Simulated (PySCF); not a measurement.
Species: C₃H₉OSi₂ (doublet state).
Atom-mapped SMILES: `[CH3:1][SiH2:2][CH2:3][C:4](=[O:5])[SiH2:6]` (hydrogens: H7, H8, H9 on C1; H10, H11 on Si2; H12, H13 on C3; H14, H15 on Si6)

Geometry (GFN2-xTB, Å), atoms numbered from 1 in this order:
```
atom  x, y, z in Å
C1    -2.264   -0.583    0.030
Si2   -0.835   -0.270    1.230
C3     0.353    1.024    0.460
C4     0.984    0.450   -0.771
O5     0.373    0.360   -1.841
Si6    2.718   -0.201   -0.679
H7    -1.882   -0.730   -0.977
H8    -2.838   -1.462    0.306
H9    -2.946    0.263   -0.003
H10   -1.312    0.269    2.511
H11   -0.067   -1.500    1.480
H12   -0.231    1.902    0.183
H13    1.111    1.321    1.182
H14    3.322   -0.786   -1.857
H15    3.509   -0.050    0.530
```

The hyperfine couplings belong to this conformer and change with its torsions.

Level of theory: UKS B3LYP, pcH-1 on C H O Si, non-relativistic, mean-field spin-orbit, GIAO in PySCF. The structure is a single GFN2-xTB conformer in the gas phase; no vibrational or solvent corrections. The geometry wasn't refined by DFT: couplings that depend on bond lengths, twists or pyramidal angles can differ widely from those at the functional's own minimum, by a factor of two or more for some ions and for spin on atoms past the first row. The SCF solution wasn't tested for stability.

Computed for the main isotopes (class means, splittings of 0.05 mT or more): g = 2.0038; H14/H15 1H -43.1 MHz (1.54 mT); H10/H11 1H +2.9 MHz (0.10 mT); 9 first-order lines, 3.28 mT wide.

Question: What changes when 1H at H14/H15 is replaced by 2H at both sites?

Answer: Only the nuclear moment changes in this model. The ratio of g factors is 0.85744/5.58569 = 0.1535, so a goes from -43.1 to -6.6 MHz (0.236 mT). The spin goes from 1/2 to 1, so the 1:2:1 triplet becomes a 1:2:3:2:1 quintet. The spectrum then has 15 first-order lines over 1.15 mT.

```
    -0.58    1 #####
    -0.47    2 ##########
    -0.37    1 #####
    -0.34    2 ##########
    -0.24    4 ####################
    -0.13    2 ##########
    -0.10    3 ###############
     0.00    6 ##############################
    +0.10    3 ###############
    +0.13    2 ##########
    +0.24    4 ####################
    +0.34    2 ##########
    +0.37    1 #####
    +0.47    2 ##########
    +0.58    1 #####
```
Columns: offset from centre (mT), relative intensity.

Question: Where do the 29Si satellites of Si6 appear, and how strong are they?

Answer: a = -136.2 MHz, or 4.85 mT in magnitude, and I = 1/2, so to first order each main line has two satellites, at ±2.43 mT. The isotope's abundance is about 4.7 %, shared among 2 lines, so each has 2.5 % of the main line's intensity.

Question: Where do the 13C satellites of C4 appear, and how strong are they?

Answer: a = -25.8 MHz, or 0.92 mT in magnitude, and I = 1/2, so to first order each main line has two satellites, at ±0.46 mT. The isotope's abundance is about 1.07 %, shared among 2 lines, so each has 0.54 % of the main line's intensity.

Means are taken over nuclei equivalent by connectivity, which assumes that they swap fast.
